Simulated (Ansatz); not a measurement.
System: C2H5Si, charge 0, doublet. C2H5Si (SMILES [H]/[C]=C/[SiH3], doublet).
B3LYP-D3(BJ)/def2-TZVP minimum from Ansatz (an electronic-structure program):
```
C
C 1 1.3016
H 2 1.0804 1 139.66
H 1 1.0975 2 119.69 3 0.00
Si 1 1.8737 4 117.38 2 180.00
H 5 1.4779 1 109.87 4 -180.00
H 5 1.4830 6 109.82 1 120.75
H 5 1.4830 6 109.82 7 118.50
```
Charge 0, spin multiplicity 2.

Total energies in hartree (Ansatz). UHF or UKS for unpaired electrons; spin-orbit terms are left out. Cores are frozen in correlated methods. No relativity. Where a partner has so few electrons that a lower coupled-cluster level is exact, that level stands in. The UHF reference of C2H5Si ([H]/[C]=C/[SiH3], doublet) is spin-contaminated (<S^2> up to 0.17 over the pure value in the sets run).

```csv
species,HF/cc-pV(T+d)Z,CCSD(T)/cc-pV(T+d)Z,HF/cc-pV(Q+d)Z,CCSD(T)/cc-pV(Q+d)Z,CCSD(T)/cc-pV(D+d)Z,CCSDT(Q)/cc-pV(D+d)Z
"1: C2H5Si (SMILES [H]/[C]=C/[SiH3], doublet)",-367.53595,-368.01373,-367.54462,-368.04699,-367.90026,-367.90279
2: C (triplet),-37.69157,-37.78076,-37.69331,-37.78654,-37.76038,-37.76071
3: Si (triplet),-288.85649,-288.93344,-288.85845,-288.93781,-288.91643,-288.91690
4: H (doublet),-0.49981,-0.49981,-0.49995,-0.49995,-0.49928,-0.49928
```

### Question
Work out the atomisation energy (electronic, to ground-state atoms) in kcal/mol: take Hartree-Fock from cc-pV(Q+d)Z, extrapolate the CCSD(T) correlation energy as X^-3 (X = 3, 4), and add CCSDT(Q) - CCSD(T) in cc-pV(D+d)Z. 1 hartree = 627.51 kcal/mol.

### Answer

Species 1: correlation (64·(-0.50237) - 27·(-0.47778))/37 = -0.52031; step -0.00253; E1 = -367.54462 + (-0.52031) + (-0.00253) = -368.06746
Species 2: correlation (64·(-0.09323) - 27·(-0.08919))/37 = -0.09618; step -0.00033; E2 = -37.69331 + (-0.09618) + (-0.00033) = -37.78982
Species 3: correlation (64·(-0.07936) - 27·(-0.07695))/37 = -0.08112; step -0.00047; E3 = -288.85845 + (-0.08112) + (-0.00047) = -288.94004
Species 4: correlation (64·(0.00000) - 27·(0.00000))/37 = 0.00000; step +0.00000; E4 = -0.49995 + (0.00000) + (+0.00000) = -0.49995
-1·E1 +2·E2 +1·E3 +5·E4 = 1.04803 hartree = 657.6 kcal/mol.
